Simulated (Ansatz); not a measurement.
Cost and result for the atomization energy of B₂ClH₅InN (`[BH2][In]([Cl])[BH]N`) (10 atoms, 9 bonds).

```xyz
10

B     2.295    1.062   -1.501
In    0.536    0.292   -0.349
Cl    0.762   -2.111   -0.575
B    -1.338    0.398    0.908
N    -1.849   -0.846    1.209
H     3.356    1.232   -0.976
H     2.220    1.282   -2.674
H    -1.887    1.382    1.307
H    -1.412   -1.701    0.889
H    -2.682   -0.989    1.761
```

The species carries charge 0 and has multiplicity 1. Correlated methods include outer-core shells of In, which these sets cover unevenly. In takes the def2 core potential. The structure was optimised at the PBE0-D4/def2-TZVP level. It is one conformer, not always the lowest. Program: Ansatz. All runs use 4 threads of an Arm Neoverse V2 on a shared host. Times are those of one run each, without the atoms' runs, and a repeat can differ threefold. Electronic energies, without spin–orbit coupling; frozen cores. CCSD(T)/CBS adds CCSD(T) − MP2 in def2-TZVPP to the MP2 limit, and its time is that of the two runs behind it. T1 = 0.014. With those shells the extrapolation isn't a true limit. B3LYP takes the VWN-RPA correlation (the form of Gaussian; ORCA's B3LYP/G). HSE06 is the plane-wave form, built on full-range PBE exchange.

CCSD(T)/CBS is a level of theory with its own doubt, some kJ/mol a heavy atom from the limit and from the frozen cores, so smaller differences don't rank the functionals.

```csv
level,functions,wall time
revPBE-D4/def2-TZVPP,255,2.2 s
BLYP-D4/def2-TZVPP,255,2.5 s
PBE0-D4/def2-TZVPP,255,3.1 s
BHLYP-D4/def2-TZVPP,255,3.4 s
HSE06-D4/def2-TZVPP,255,3.5 s
B3LYP-D4/def2-TZVPP (with forces),255,5.5 s
r2SCANh-D4/def2-TZVPP,255,5.5 s
B2PLYP/def2-TZVPP,255,6 s
PBE-QIDH/def2-TZVPP,255,6.5 s
CCSD(T)/def2-SVP,111,7.5 s
MP2/def2-QZVPP,473,21 s
CCSD(T)/def2-TZVPP,255,3.6 min
CCSD(T)/CBS(def2),–,3.9 min
```

(1) What atomization energy does each give, and how far from CCSD(T)/CBS? (An estimate is asked.)

Results:

(1) The calculation gave: 
```tsv
level	atomization (kcal/mol)	difference from CCSD(T)/CBS	per bond
revPBE-D4/def2-TZVPP	750.8	-6.4	-0.7
BLYP-D4/def2-TZVPP	755.7	-1.5	-0.2
PBE0-D4/def2-TZVPP	761.7	4.5	0.5
BHLYP-D4/def2-TZVPP	743.7	-13.5	-1.5
HSE06-D4/def2-TZVPP	762.2	5.0	0.6
B3LYP-D4/def2-TZVPP (with forces)	759.7	2.5	0.3
r2SCANh-D4/def2-TZVPP	759.4	2.2	0.2
B2PLYP/def2-TZVPP	750.2	-7.0	-0.8
PBE-QIDH/def2-TZVPP	756.0	-1.2	-0.1
CCSD(T)/def2-SVP	711.2	-46.0	-5.1
MP2/def2-QZVPP	760.3	3.1	0.3
CCSD(T)/def2-TZVPP	736.8	-20.4	-2.3
CCSD(T)/CBS(def2)	757.2	0.0	0.0
```

Leaving LDA and LC-ωPBE aside and taking each functional with its dispersion term where it has one, the values, not all of them listed here, spread over 28.1 kcal/mol, from BHLYP-D4 to PBE-D4. LDA lies +97.8 kcal/mol from PBE without D4, its usual overbinding. From PBE to PBE0 (25 % exact exchange), in def2-TZVPP and without D4, the atomization energy moves by −9.4 kcal/mol: exact exchange takes away binding that semilocal exchange gives to molecules. In def2-TZVPP, CCSD(T) changes the Hartree–Fock value by +176.0 kcal/mol (the triples alone add +11.4 kcal/mol) and MP2 by +187.4 kcal/mol; breaking electron pairs costs correlation energy, which Hartree–Fock lacks.

Spin–orbit coupling would lower the free In atoms strongly, and the atomization energy with them, by more than many differences here.
